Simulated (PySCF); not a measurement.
Compound: C6H5FO2.
Numbering: `[CH2:1]=[CH:2][C:3]1=[CH:4][O:5][CH:6]=[C:7]([F:8])[O:9]1`

Structure used (GFN2-xTB), in Å, numbered top down from 1:
```
atom  x, y, z in Å
C1    -2.139    1.107   -1.006
C2    -1.698   -0.033   -0.482
C3    -0.344   -0.232   -0.021
C4     0.101   -1.375    0.507
O5     1.379   -1.602    0.957
C6     2.203   -0.493    0.808
C7     1.759    0.638    0.285
F8     2.547    1.704    0.140
O9     0.500    0.889   -0.166
H10   -1.489    1.958   -1.113
H11   -3.155    1.219   -1.339
H12   -2.344   -0.891   -0.371
H13   -0.528   -2.241    0.625
H14    3.207   -0.647    1.153
```

Definitions: NICS(0) = −σiso at the ring centroid; NICS(1) = −σiso and NICS(1)zz = −σzz at ±1 Å along the ring normal z. Level: GIAO PBE0/pcSseg-1 (PySCF, non-relativistic, gas phase) on the GFN2-xTB geometry, one conformer.

Ring bond lengths (Å), with Mayer bond orders in brackets: C3–C4 1.335 (1.71), C4–O5 1.374 (0.96), O5–C6 1.389 (0.92), C6–C7 1.323 (1.81), C7–O9 1.361 (1.01), O9–C3 1.410 (0.92).

Give the NICS values of each ring in ppm.

| ring | type | NICS(0) | NICS(1), two faces | NICS(1)zz, two faces | rms pucker (Å) | centre to ring atoms, mean (Å) |
| --- | --- | --- | --- | --- | --- | --- |
| C3–C4–O5–C6–C7–O9 | 6-membered ring with 2 O; formal bonds 2 double, 4 single | 5.2 | 3.6 / 3.6 | 16.7 / 16.8 | 0.00 | 1.36 |

What can be read from them?

- C3–C4–O5–C6–C7–O9: mean NICS(1)zz 16.7 ppm, deshielded.

What does the geometric index give? HOMA = 1 − mean of α(R − Ropt)² over the ring bonds, with Krygowski's 1993 parameters (CC: Ropt 1.388 Å, α 257.7 Å⁻²; CO: Ropt 1.265 Å, α 157.38 Å⁻²).

- C3–C4–O5–C6–C7–O9: HOMA -0.81; the largest term is that of O9–C3, α(R − Ropt)² = 3.31. The geometric and the magnetic index point the same way.

What field does 7.05 T along the ring normal induce along that normal at the second NICS(1) probe listed for ring C3–C4–O5–C6–C7–O9, 1 Å off the ring?

NICSzz × B0 = 16.8 ppm × 7.05 T = 118 μT, along the applied field.

How shielded are the nuclei of the rings and their hydrogens (means over atoms taken as equivalent)?

```json
{"atoms": "C3", "environment": "vinylic carbon bearing oxygen", "σ isotropic (ppm)": "42.9"}
{"atoms": "C4", "environment": "vinylic carbon bearing oxygen", "σ isotropic (ppm)": "51.1"}
{"atoms": "O5", "environment": "cyclic ether oxygen", "σ isotropic (ppm)": "238.7"}
{"atoms": "C6", "environment": "vinylic carbon bearing oxygen", "σ isotropic (ppm)": "74.0"}
{"atoms": "C7", "environment": "vinylic C–F carbon", "σ isotropic (ppm)": "19.7"}
{"atoms": "O9", "environment": "cyclic ether oxygen", "σ isotropic (ppm)": "203.8"}
{"atoms": "H13", "environment": "vinylic hydrogen", "σ isotropic (ppm)": "25.98"}
{"atoms": "H14", "environment": "vinylic hydrogen", "σ isotropic (ppm)": "25.78"}
```
